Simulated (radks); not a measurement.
Task: The arsenic ion As2+, configuration [Ar] 3d10 4s2 4p1. Method: scalar-relativistic Kohn-Sham, r2SCAN, spin-polarised, spherical densities, finite nucleus; open shells are filled with parallel spins first; meta-GGA in the generalised Kohn-Sham scheme; Fermi nuclear charge, rms radius 4.0968 fm; computed with a radial shooting solver on a logarithmic mesh with Libxc functionals. Some entries of the table are withheld. Estimate them.

orbital,occ.,eigenvalue (eV),<r> (bohr),<1/r> (bohr^-1)
1s up,1,-11773.49,0.04550,33.46
1s down,1,-11773.41,0.04550,33.46
2s up,1,-1521.067,0.2025,7.385
2s down,1,-1521.061,0.2025,7.385
2p up,3,-1334.396,0.1772,7.221
2p down,3,-1334.339,0.1772,7.221
3s up,1,-217.2269,0.5971,2.388
3s down,1,-217.1600,0.5972,2.388
3p up,3,-158.7350,0.6163,2.232
3p down,3,-158.6543,0.6163,2.232
3d up,5,-62.9827,0.6754,(1)
3d down,5,-62.8419,0.6730,(2)
4s up,1,(3),(4),0.7188
4s down,1,(5),(6),0.7272
4p up,1,-23.3829,2.127,0.6069
4p down,0,-21.5973,2.089,0.6187

Result: 
(1) 3d up <1/r> (bohr^-1): 1.910
(2) 3d down <1/r> (bohr^-1): 1.914
(3) 4s up eigenvalue (eV): -34.6112
(4) 4s up <r> (bohr): 1.822
(5) 4s down eigenvalue (eV): -33.0530
(6) 4s down <r> (bohr): 1.807
